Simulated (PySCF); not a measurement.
# Name the molecule from its bond curve

A diatomic of charge 0 contains I. Its singlet curve at LC-ωPBE in a triple-zeta basis (scalar-relativistic core potentials, PySCF), in eV from the separated fragments:

R (Å), E (eV) and a bar:
```
    1.838     -2.667 ###################
    1.923     -3.103 #######
    2.009     -3.326 ##
    2.073     -3.391 
    2.137     -3.392 
    2.201     -3.342 #
    2.287     -3.219 ####
    2.393     -3.002 ##########
    2.522     -2.685 ##################
    2.693     -2.220 ##############################
```

The fit gives ωe = 608 cm⁻¹ and the rotational constant Bₑ = 0.3756 cm⁻¹.

Q: Which atom is the partner?

A: The minimum lies at 2.105 Å, so the reduced mass is 16.8576 u Å² cm⁻¹/(Bₑ·Re²) = 10.13 u. With I at 126.90 u the partner weighs about 11.0 u: B. The molecule is BI.

Spin–orbit coupling is left out.
